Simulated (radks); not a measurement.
Problem. Tm26+, 43 electrons, occupied as [Kr] 4d7. Calculated with a radial shooting solver on a logarithmic mesh with Libxc functionals: Dirac Kohn-Sham, relativistic LDA (MacDonald-Vosko exchange, VWN5 correlation), spin-unpolarised, spherical densities, finite nucleus; open shells fill j = l - 1/2 first; Fermi nuclear charge, rms radius 5.2256 fm. Some entries of the table are withheld. Estimate them.

orbital,occ.,eigenvalue (eV),<r> (bohr)
1s1/2,2,-59672.12,0.02010
2s1/2,2,-10800.49,0.08463
2p1/2,2,-10345.34,(1)
2p3/2,4,-9377.470,(2)
3s1/2,2,-3098.345,0.2204
3p1/2,2,-2897.356,0.2099
3p3/2,4,-2690.778,0.2234
3d3/2,4,(3),0.1964
3d5/2,6,(4),0.2005
4s1/2,2,-1227.448,0.4672
4p1/2,2,-1143.913,0.4680
4p3/2,4,-1086.860,0.4909
4d3/2,4,-948.0436,0.4888
4d5/2,3,-936.2242,0.4954

Solution. 
(1) 2p1/2 <r> (bohr): 0.07031
(2) 2p3/2 <r> (bohr): 0.07767
(3) 3d3/2 eigenvalue (eV): -2346.386
(4) 3d5/2 eigenvalue (eV): -2300.989
